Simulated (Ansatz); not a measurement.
B13N13H30, a nanocrystal cut from zinc blende BN (hydrogen-capped). The state is a triplet with charge 0. Geometry PBE-D4/def2-SVP, that of the neutral singlet; atoms count from 1.

Cartesian coordinates in Å:
```
B 0.084 1.024 -1.708
B 1.923 -0.838 -1.765
B 2.607 1.592 -1.256
B 0.833 1.679 0.677
B 2.667 -0.187 0.605
B -0.646 -1.430 -2.248
B -2.425 0.431 -2.201
B -1.643 1.108 0.212
B -2.363 -1.347 -0.339
B 0.139 -0.729 0.157
B 0.875 -0.100 2.596
B -1.586 -0.668 2.134
B -0.903 1.761 2.644
N 1.591 0.643 -2.043
N -0.900 0.068 -2.510
N 0.885 -1.747 -2.568
N -0.143 0.753 -0.162
N 1.640 -1.068 -0.222
N 2.322 1.282 0.285
N 0.585 1.366 2.215
N 2.367 -0.451 2.150
N -0.844 -1.641 -0.688
N -2.586 0.149 -0.637
N -1.833 0.808 1.762
N -2.532 -1.582 1.230
N -0.093 -0.984 1.704
H -0.128 2.188 -2.010
H 3.063 -1.175 -2.069
H 2.358 2.768 -1.501
H 3.768 1.280 -1.535
H 0.648 2.866 0.458
H 3.828 -0.507 0.366
H -1.354 -2.194 -2.898
H -2.631 1.617 -2.438
H -3.168 -0.321 -2.837
H -1.916 2.275 -0.023
H -3.118 -2.109 -0.938
H 0.747 -0.357 3.790
H -1.782 -0.940 3.315
H -1.122 2.937 2.367
H -1.070 1.513 3.841
H 1.769 0.870 -3.030
H -0.806 0.276 -3.513
H 1.044 -1.613 -3.577
H 1.090 -2.747 -2.431
H 1.863 -2.054 -0.021
H 2.965 1.916 0.777
H 1.169 2.003 2.773
H 3.019 0.114 2.712
H 2.611 -1.418 2.412
H -0.682 -2.641 -0.499
H -3.564 0.409 -0.449
H -2.785 1.090 2.031
H -3.512 -1.393 1.486
H -2.417 -2.578 1.468
H 0.088 -1.968 1.952
```

Single mean-field runs in def2-TZVP are fitted with def2-universal-jkfit. At PBE0-D4/def2-TZVP a singlet of charge 0 lies 5.57 eV below the triplet at the same geometry.

(1) Estimate the Mulliken populations of the heavy atoms from the PBE0/def2-TZVP orbitals of Ansatz.

(2) Where does the spin sit?

(3) And the Mayer bond orders between bonded heavy atoms (over 0.3)?

Results:

(1) 
```tsv
atom	charge (e)	spin (α − β)
B1	-0.35	0.13
B2	-0.23	0.07
B3	-0.25	0.05
B4	-0.32	0.14
B5	-0.22	0.06
B6	-0.23	0.06
B7	-0.23	0.06
B8	-0.35	0.13
B9	-0.23	0.06
B10	-0.82	-0.34
B11	-0.22	0.06
B12	-0.23	0.07
B13	-0.25	0.05
N14	0.02	0.04
N15	0.03	0.06
N16	-0.19	-0.03
N17	0.34	0.09
N18	0.14	0.02
N19	0.01	0.02
N20	0.01	0.02
N21	-0.20	-0.02
N22	0.15	0.02
N23	0.03	0.06
N24	0.02	0.04
N25	-0.19	-0.03
N26	0.14	0.02
```
Mulliken values and Mayer orders depend strongly on the basis.

(2) Summed by element: B 0.61, N 0.32, H 1.07, of 2 unpaired in all. Largest on single atoms: B10 -0.34, H51 0.15, B4 0.14.

(3) B1–N14 0.84 (1.59 Å); B1–N15 0.81 (1.59 Å); B1–N17 0.69 (1.59 Å); B2–N14 0.87 (1.54 Å); B2–N16 0.86 (1.60 Å); B2–N18 0.81 (1.59 Å); B3–N14 0.81 (1.60 Å); B3–N19 0.82 (1.60 Å); B4–N17 0.65 (1.59 Å); B4–N19 0.84 (1.59 Å); B4–N20 0.84 (1.59 Å); B5–N18 0.81 (1.59 Å); B5–N19 0.87 (1.54 Å); B5–N21 0.86 (1.60 Å); B6–N15 0.87 (1.54 Å); B6–N16 0.87 (1.60 Å); B6–N22 0.82 (1.59 Å); B7–N15 0.84 (1.60 Å); B7–N23 0.84 (1.60 Å); B8–N17 0.69 (1.59 Å); B8–N23 0.81 (1.59 Å); B8–N24 0.84 (1.59 Å); B9–N22 0.82 (1.59 Å); B9–N23 0.87 (1.54 Å); B9–N25 0.87 (1.60 Å); B10–N17 0.99 (1.54 Å); B10–N18 1.28 (1.59 Å); B10–N22 1.29 (1.59 Å); B10–N26 1.28 (1.59 Å); B11–N20 0.87 (1.54 Å); B11–N21 0.86 (1.60 Å); B11–N26 0.81 (1.59 Å); B12–N24 0.87 (1.54 Å); B12–N25 0.86 (1.60 Å); B12–N26 0.81 (1.59 Å); B13–N20 0.82 (1.60 Å); B13–N24 0.81 (1.60 Å).
